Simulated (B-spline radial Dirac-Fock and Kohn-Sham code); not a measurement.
Binding energies of Sm

System: neutral samarium in the configuration [Xe] 4f6 5d1 6s1 (an excited configuration); nuclear rms radius 5.0819 fm (A = 152).

Input of the calculation (task.json; shells as n, l, electrons):

```json
{"items": [{
  "Z": 62,
  "q": 0,
  "cfg": [[1, 0, 2], [2, 0, 2], [2, 1, 6], [3, 0, 2], [3, 1, 6], [3, 2, 10], [4, 0, 2], [4, 1, 6], [4, 2, 10], [4, 3, 6], [5, 0, 2], [5, 1, 6], [5, 2, 1], [6, 0, 1]],
  "A": 152,
  "rrms": 5.0819,
  "do": ["binding"]
}]}
```

Run with: `python xray_run.py task.json out`

Method: ΔSCF Dirac-Fock with Breit, self-energy and vacuum polarisation, finite nucleus, configuration average. Computed with a radial atomic solver. Electron correlation is not included. Energies are counted from the vacuum level. Subshells whose hole state is unreliable or did not converge are left out.

All terms are in eV, carry their sign (relaxation lowers the binding energy) and add up to the binding energy; ⟨r⟩ is the mean radius of the orbital in the initial state.

| subshell | −ε (Koopmans) | relaxation | Gaunt | retardation | self-energy | vacuum polarisation | binding energy | ⟨r⟩ (bohr) |
| --- | --- | --- | --- | --- | --- | --- | --- | --- |
| K | 47107.2 | -78.59 | -140.19 | 12.05 | -78.58 | 12.47 | 46834.4 | 0.023 |
| L1 | 7811.3 | -45.81 | -14.12 | 0.92 | -10.42 | 1.54 | 7743.4 | 0.096 |
| L2 | 7385.0 | -49.74 | -24.73 | 2.74 | 0.38 | 0.01 | 7313.7 | 0.081 |
| L3 | 6780.4 | -47.79 | -17.52 | 3.44 | -0.52 | -0.07 | 6717.9 | 0.087 |
| M1 | 1759.6 | -25.09 | -2.30 | 0.11 | -2.27 | 0.32 | 1730.4 | 0.254 |
| M2 | 1575.8 | -25.78 | -4.22 | 0.42 | 0.06 | 0.00 | 1546.3 | 0.244 |
| M3 | 1450.8 | -24.90 | -2.80 | 0.59 | -0.11 | -0.02 | 1423.5 | 0.256 |
| M4 | 1136.2 | -26.89 | -1.58 | 0.11 | 0.19 | -0.02 | 1108.0 | 0.228 |
| M5 | 1109.4 | -26.55 | -0.97 | 0.12 | 0.11 | -0.02 | 1082.1 | 0.232 |
| N1 | 370.8 | -11.56 | -0.44 | 0.02 | -0.52 | 0.07 | 358.4 | 0.579 |
| N2 | 298.3 | -11.22 | -0.82 | 0.09 | 0.02 | 0.00 | 286.4 | 0.595 |
| N3 | 270.7 | -10.62 | -0.50 | 0.12 | -0.02 | -0.01 | 259.6 | 0.622 |
| N4 | 150.0 | -9.88 | -0.17 | 0.01 | 0.04 | 0.00 | 140.0 | 0.667 |
| N5 | 144.9 | -9.67 | -0.06 | 0.01 | 0.03 | 0.00 | 135.2 | 0.677 |
| N6,7 | 9.88 | -6.70 | 0.11 | -0.02 | 0.02 | 0.00 | 3.29 | 0.966 |
| O2 | 30.59 | -2.68 | -0.09 | 0.01 | 0.01 | 0.00 | 27.83 | 1.623 |
| O3 | 26.85 | -2.45 | -0.05 | 0.01 | 0.00 | 0.00 | 24.37 | 1.718 |
| O4,5 | 3.32 | -0.38 | 0.00 | 0.00 | 0.00 | 0.00 | 2.95 | 3.785 |
| P1 | 4.68 | -0.21 | 0.00 | 0.00 | -0.01 | 0.00 | 4.47 | 4.830 |

For the deepest level, K (1s), the Breit terms make up -0.274 % of the binding energy, QED -0.141 % and orbital relaxation -0.168 %.

Spin-orbit splittings: 2p 595.7 eV, 3p 122.8 eV, 3d 25.92 eV, 4p 26.75 eV, 4d 4.71 eV, 5p 3.46 eV.
